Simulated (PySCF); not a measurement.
Compound: C6H5S2 (doublet state).
Cartesian coordinates in Å at the GFN2-xTB level; atoms count from 1:
```xyz
13
C6H5S2 angstrom
C     -2.8063    0.4723    1.0080
C     -1.4908   -0.0244    0.6859
C     -0.4113   -0.4707    0.4065
C      0.9136   -0.9307    0.1103
C      1.7322   -0.0335   -0.7664
C      2.7489    0.2926    0.0765
S      4.1224    1.2371   -0.0815
S      2.1658   -0.6486    1.4891
H     -3.5010   -0.3579    1.1307
H     -2.7636    1.0417    1.9360
H     -3.1648    1.1225    0.2105
H      0.9224   -1.9861   -0.1738
H      1.5281    0.2862   -1.7717
```

Identity: `CC#C[C@H]1[CH]C(=S)S1` [radical].

Level of theory: UKS B3LYP, pcH-1 on C H S, non-relativistic, mean-field spin-orbit, GIAO in PySCF. Isolated species at its GFN2-xTB geometry, gas phase. Couplings are sensitive to structure, and on GFN2-xTB geometries they can be far from those on DFT ones.

Output of the driver script. Atoms in this output count from 0.

```
UKS, coarse grid
  cycle   1  E = -1027.85165531  |g| = 3.46e-01
  cycle   2  E = -1027.68669086  |g| = 6.08e-01
  cycle   3  E = -1027.90363995  |g| = 1.71e-01
  cycle   4  E = -1027.91853572  |g| = 7.39e-02
  cycle   5  E = -1027.92100694  |g| = 3.80e-02
  cycle   6  E = -1027.92179003  |g| = 1.19e-02
  cycle   7  E = -1027.92194832  |g| = 7.81e-03
  cycle   8  E = -1027.92200355  |g| = 3.78e-03
  cycle   9  E = -1027.92201829  |g| = 1.55e-03
  cycle  10  E = -1027.92202037  |g| = 5.23e-04
UKS, final grid
  cycle   1  E = -1027.92204381  |g| = 6.70e-04
  cycle   2  E = -1027.92204332  |g| = 1.31e-03
  cycle   3  E = -1027.92204439  |g| = 2.03e-04
  cycle   4  E = -1027.92204446  |g| = 1.50e-04
  cycle   5  E = -1027.92204461  |g| = 1.09e-04
  cycle   6  E = -1027.92204467  |g| = 5.08e-05
  cycle   7  E = -1027.92204468  |g| = 3.13e-05
  cycle   8  E = -1027.92204469  |g| = 2.19e-05
E = -1027.92204469 Eh   <S^2> = 0.7738 (exact 0.7500)
g shifts (ppm)      1          2          3
  rmc          -192       -192       -192
  gc             -3         38         41
  oz_so          46       8806      95901
  total        -148       8653      95752
hyperfine (MHz)  atom isotope    a_iso     a_fc   dipolar eigenvalues
    0   13C      -0.31      -0.31     -0.17     -0.06      0.22
    1   13C       2.64       2.64     -1.92     -0.54      2.46
    2   13C      23.90      23.90     -2.12     -1.26      3.38
    3   13C     -18.61     -18.61     -1.59      0.36      1.23
    4   13C      53.40      53.40    -49.64    -48.32     97.96
    5   13C     -40.92     -40.92    -18.79      6.33     12.47
    6   33S      11.98      11.98    -52.03    -50.99    103.02
    7   33S      -1.57      -1.57     -3.06     -1.48      4.54
    8    1H       0.51       0.51     -0.38     -0.36      0.75
    9    1H      -0.02      -0.02     -0.43     -0.35      0.78
   10    1H       2.55       2.55     -0.46     -0.37      0.83
   11    1H      41.53      41.53     -2.99     -2.51      5.50
   12    1H     -39.43     -39.43    -21.44     -1.88     23.32
```

Q: The run flagged its g tensor. What set off the flag, and which results does it touch?

A: The largest g shift is +0.096, past the limit of 0.03 at which the run flags a species of elements up to argon. The orbital-Zeeman/spin–orbit term is second order, a sum of spin–orbit matrix elements over excitation energies, so it grows and becomes less reliable as an excited state comes close; a shift of this size calls for a check with another method. The contact and dipolar couplings don't rest on that expansion, but they belong to the state that the SCF found, and a close-lying state with the spin in another orbital would have other couplings; no stability test was run. The run left out the spin–orbit part of the hyperfine coupling.

Q: Where is the spin in this solution (atoms counted from 1)?

A: The Mulliken spin populations are largest on C5 (+0.60), S7 (+0.57) and C6 (-0.18). The positive populations add up to 1.24 and the negative ones to -0.24, together 2S = 1. The angles at C5 add up to 360.0°, so it is planar; its axial dipolar tensor and the negative coupling of its proton fit spin in a p orbital normal to that plane. ⟨S²⟩ = 0.7738 against the exact 0.7500, 3.2 % above the value of a pure doublet state. 

Q: Average a_iso over equivalent nuclei, turn it into first-order splittings with g = 2.0023, and give the multiplets for abundant isotopes (0.05 mT or more).

A: 
| nuclei (from 1) | isotope | I | position | a_iso (MHz) | \|a\| (mT) | splits into |
| --- | --- | --- | --- | --- | --- | --- |
| H12 | 1H | 1/2 | 2 bonds from C5 | 41.5 | 1.48 | 1:1 doublet |
| H13 | 1H | 1/2 | 1 bond from C5 | -39.4 | 1.41 | 1:1 doublet |

Main spin sites, with 60 % or more of the largest population: C5, S7; positions count bonds from the nearest.

Time: 75 s (with the writing of density and orbital grids); peak memory 0.96 GiB. Hardware: an Arm Neoverse V1 with one thread, shared host with 32 logical CPUs at a one-minute load of 14.
